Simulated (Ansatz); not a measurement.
Relaxation of CH$_{8}$AlNO$_{2}$Si (14 atoms, charge 0, multiplicity 1), to a largest force component of 0.015 eV/Å in at most 40 steps.

Computed with Ansatz, RKS LDA/def2-SVP.

```xyz
14
Properties=species:S:1:pos:R:3
C 0.200 -1.194 -1.766
O 0.322 -1.371 -0.401
Si 0.299 0.157 0.415
N 1.013 -0.081 2.090
O 1.355 1.268 -0.398
Al -1.863 1.047 0.558
H 1.039 -0.592 -2.208
H 0.147 -2.117 -2.292
H -0.803 -0.610 -1.952
H 1.894 -0.509 2.031
H 0.320 -0.817 2.554
H 1.342 2.100 0.194
H -2.240 2.481 -0.103
H -3.038 0.207 1.304
```

Where does it end, and by what steps?

The run ended unconverged. The force dipped under the threshold on the way, but the program's further checks kept it going. After 39 steps the energy has fallen by 1.330 eV; H13 moved furthest, 2.21 Å. Joined: N4–Al6.

```tsv
step	energy less start (eV)	largest force component (eV/Å)	accepted
0	0.0000	5.015	yes
2	-0.7400	0.719	yes
4	-0.7979	0.253	yes
6	-0.8087	0.192	yes
8	-0.8135	0.080	yes
10	-0.8136	0.177	no
12	-0.8158	0.057	yes
14	-0.8167	0.044	yes
16	-0.8171	0.011	yes
18	-0.8172	0.176	no
20	-0.8177	0.086	no
22	-0.8187	0.024	yes
24	-0.8200	0.104	yes
26	-0.8216	0.287	yes
28	-0.8432	0.368	yes
30	-0.9720	0.750	yes
32	-1.1934	0.526	yes
34	-1.2947	0.278	yes
36	-1.3211	0.209	yes
38	-1.3280	0.104	yes
39	-1.3298	0.069	yes
```

```xyz
14
Properties=species:S:1:pos:R:3
C 0.412 -1.505 -1.973
O 0.374 -1.132 -0.632
Si 0.113 0.424 -0.102
N 0.075 0.071 1.727
O 1.517 1.287 -0.365
Al -1.623 1.122 1.374
H 1.121 -0.878 -2.568
H 0.760 -2.560 -2.049
H -0.591 -1.446 -2.462
H 0.835 0.505 2.274
H 0.022 -0.937 1.946
H 1.351 2.201 -0.661
H -1.450 2.605 1.958
H -2.928 0.216 1.561
```

The run took 78 s on 2 threads of Arm Neoverse V2, with other jobs on the host, peak memory 0.19 GiB.
